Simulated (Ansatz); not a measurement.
Input file for Ansatz (a program for electronic structure): U-SVWN5/def2-TZVPP on NiCl, 2S+1 = 4, a spin state set in the input, which need not be the lowest, a point of a bond scan (R = 2.152 Å).

Ansatz 0.2 input:
```yaml
crystal:
  periodic: [false, false, false]
  atoms:
    - {symbol: Ni, position_ang: [0.00000000, 0.00000000, 0.00000000]}
    - {symbol: Cl, position_ang: [0.00000000, 0.00000000, 2.15226800]}
basis:
  gaussian:
    orbitals: def2-TZVPP
    pivot_positions_ang: [[0.00000000, 0.00000000, 0.00000000], [0.00000000, 0.00000000, 2.15226800]]
hamiltonian:
  xc: {name: SVWN5}
magnetization: {spin_polarized: true, initial_magnetization: 3}
output: {forces: true, orbitals: {seedname: ./end}}
```

The head of its log:

```
WARN ansatz: RAYON_NUM_THREADS=1 ignored (pool sized by the plan → 1); use --threads N
Functional definition: SVWN5
integrals: 0.03 GiB planned
777 factors; their error is unknown
mean field: 0.31 GiB planned
mean field evaluation 1: about -53444.6072 eV, gradient 6.2e1 eV
mean field evaluation 2: about -52835.4106 eV, gradient 3.5e2 eV
```

What total energy does the run end on?

-1964.3795 hartree.
